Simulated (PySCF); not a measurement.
Al(Cl)(Me)(SiMe3) (C₄H₁₂AlClSi), SMILES [CH3][Al]([Cl])[Si](C)(C)C. Heavy atoms are numbered as in [Al:1]([Cl:2])([CH3:3])[Si:7]([CH3:8])([CH3:9])[CH3:10]. Hydrogens are named by the atom that carries them.

Coordinates come from a PBE-D3(BJ)/def2-SVP optimisation. The values are those of a single conformer.

Calculation: HF/pcSseg-1 run with PySCF.

GIAO shieldings, no solvent; atoms alike by connectivity are averaged. δ = σ(ref) − σ: ³⁵Cl against HCl (σ = 958.2 ppm); ¹³C against TMS (σ = 192.6 ppm); ¹H against TMS (σ = 31.99 ppm); ²⁹Si against TMS (σ = 393.8 ppm), references at their B3LYP-D3(BJ)/def2-TZVP geometries, non-relativistic (without spin–orbit terms, shifts of atoms bonded to Cl or Br come out too high).

Estimate the chemical shifts. (Estimate from the structure and the level; the computed values follow.)


```json
[
 {"nucleus": "³⁵Cl", "atoms": "Cl2", "count": "1", "δ (ppm)": "32.4"},
 {"nucleus": "¹³C", "atoms": "C8 (CH3)", "count": "3", "δ (ppm)": "2.7"},
 {"nucleus": "¹³C", "atoms": "C3 (CH3)", "count": "1", "δ (ppm)": "-0.4"},
 {"nucleus": "¹H", "atoms": "H on C8", "count": "9", "δ (ppm)": "0.67"},
 {"nucleus": "¹H", "atoms": "H on C3", "count": "3", "δ (ppm)": "0.40"},
 {"nucleus": "²⁹Si", "atoms": "Si7", "count": "1", "δ (ppm)": "-23.8"}
]
```
